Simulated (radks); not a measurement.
The numbers below are computed, except where a source is named.
These are the eigenvalues of the occupied orbitals of an atom or ion with whole-number occupations (hartree). Level of theory: scalar-relativistic Kohn-Sham, exchange-only LDA, spin-polarised, spherical densities, point nucleus (a radial shooting solver on a logarithmic mesh with Libxc functionals).

1s up: -562.0878
1s down: -561.3838
2s up: -125.3503
2s down: -124.2220
2p up: -120.1811

Which element is it, and in what charge state? The configuration may be excited. Open shells, if any, are filled with parallel spins first.

Answer. Z = 35, bromine, charge +29: Br29+ in [He] 2s2 2p2. The list shows which subshells hold electrons but not how many an open one holds; the 1s level, -562.09 hartree, gives Z - s = 33.5 by -(Z - s)^2/2, which with screening and relativity narrows Z to a few neighbours, and the depths of the outer levels then fix element, charge and occupations together.
